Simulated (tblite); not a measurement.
Species: C2H10OPSi2 (doublet state).
Atom-mapped SMILES: `[CH3:1][CH2:2][O:3][SiH2:4][SiH:5][PH2:6]` (hydrogens: H7, H8, H9 on C1; H10, H11 on C2; H12, H13 on Si4; H14 on Si5; H15, H16 on P6)

Computed with GFN2-xTB (tblite), gas phase: L-BFGS steps from a force-field or distance-geometry start until the largest atomic force falls under 0.01 eV/Å.

Step 149: E = -528.4149 eV
```
atom  x, y, z in Å  |  force x, y, z in eV/Å
C1     -2.0810   -1.2409   -0.5189    0.013  -0.001   0.004
C2     -1.0328   -0.7003    0.4423    0.017  -0.010   0.000
O3     -0.9818    0.6918    0.4245   -0.001  -0.011   0.034
Si4    -0.1188    1.7172   -0.4870   -0.019   0.016  -0.038
Si5     2.1418    1.3436   -0.1391    0.038  -0.035   0.003
P6      2.6182   -0.6811    0.7147   -0.016   0.024   0.013
H7     -2.1246   -2.3232   -0.4377   -0.024  -0.006  -0.015
H8     -3.0536   -0.8218   -0.2722    0.003  -0.009  -0.023
H9     -1.8322   -0.9704   -1.5427    0.004   0.011   0.022
H10    -1.2778   -0.9983    1.4684   -0.010   0.012   0.005
H11    -0.0474   -1.1253    0.1937    0.018   0.030   0.014
H12    -0.5467    1.6415   -1.8952    0.004  -0.004   0.019
H13    -0.5880    2.9618    0.1123   -0.007  -0.008  -0.009
H14     2.9476    1.3245   -1.3851   -0.017  -0.003   0.016
H15     2.0727   -0.4318    1.9651    0.009  -0.014  -0.040
H16     3.8971   -0.3783    1.1481   -0.013   0.007  -0.004
```

Step 150: E = -528.4154 eV
```
atom  x, y, z in Å  |  force x, y, z in eV/Å
C1     -2.0704   -1.2454   -0.5237    0.007  -0.003   0.004
C2     -1.0345   -0.6963    0.4459    0.010  -0.019   0.009
O3     -0.9905    0.6956    0.4245    0.010  -0.001   0.028
Si4    -0.1223    1.7227   -0.4799   -0.015   0.033  -0.035
Si5     2.1393    1.3370   -0.1491    0.031  -0.042   0.003
P6      2.6111   -0.6831    0.7176   -0.024   0.021   0.002
H7     -2.1138   -2.3273   -0.4374   -0.017  -0.009  -0.008
H8     -3.0466   -0.8272   -0.2896    0.006  -0.007  -0.027
H9     -1.8112   -0.9814   -1.5465    0.005   0.020   0.018
H10    -1.2888   -0.9916    1.4706   -0.012   0.008   0.006
H11    -0.0440   -1.1166    0.2102    0.015   0.026   0.007
H12    -0.5515    1.6658   -1.8879   -0.001  -0.014   0.013
H13    -0.5818    2.9659    0.1299   -0.007  -0.010  -0.005
H14     2.9324    1.2962   -1.4028   -0.018   0.001   0.017
H15     2.0724   -0.4255    1.9692    0.013  -0.008  -0.038
H16     3.8928   -0.3799    1.1401   -0.003   0.005   0.006
```

Task: Estimate the geometry and energy of step 151. (The exact step hangs on the optimiser's Hessian estimate; all steps are aligned on step 150, rigid shifts and turns removed.)

Result: E = -528.4157 eV, largest force 0.037 eV/Å
```
atom  x, y, z in Å  |  force x, y, z in eV/Å
C1     -2.0633   -1.2486   -0.5264    0.000  -0.005   0.002
C2     -1.0355   -0.6940    0.4486    0.000  -0.011   0.017
O3     -0.9959    0.6982    0.4246    0.019   0.013   0.016
Si4    -0.1242    1.7265   -0.4758   -0.009   0.022  -0.015
Si5     2.1380    1.3318   -0.1549    0.009  -0.031   0.009
P6      2.6063   -0.6844    0.7189   -0.024   0.007  -0.005
H7     -2.1069   -2.3304   -0.4382   -0.007  -0.004  -0.004
H8     -3.0423   -0.8317   -0.3006    0.008  -0.004  -0.024
H9     -1.7979   -0.9867   -1.5479    0.008   0.020   0.011
H10    -1.2959   -0.9867    1.4724   -0.010   0.001   0.005
H11    -0.0415   -1.1098    0.2212    0.015   0.013   0.003
H12    -0.5528    1.6809   -1.8830   -0.009  -0.021  -0.005
H13    -0.5785    2.9681    0.1401   -0.010  -0.001   0.002
H14     2.9218    1.2778   -1.4130   -0.010   0.002   0.006
H15     2.0716   -0.4227    1.9710    0.015  -0.003  -0.034
H16     3.8896   -0.3795    1.1339    0.004   0.001   0.015
```

The energy changes by -0.0003 eV. The first-order estimate −F·Δx gives -0.0005 eV and the mean of the old and new forces, exact on a quadratic surface, -0.0003 eV. The step makes an angle of 85° with the force vector and moves no atom by more than 0.024 Å.

What follows is the cost of the whole relaxation. Time: 2.0 s. Hardware: one thread, AMD EPYC 7B13 (x86_64), shared host with 96 logical CPUs at a one-minute load of 40.
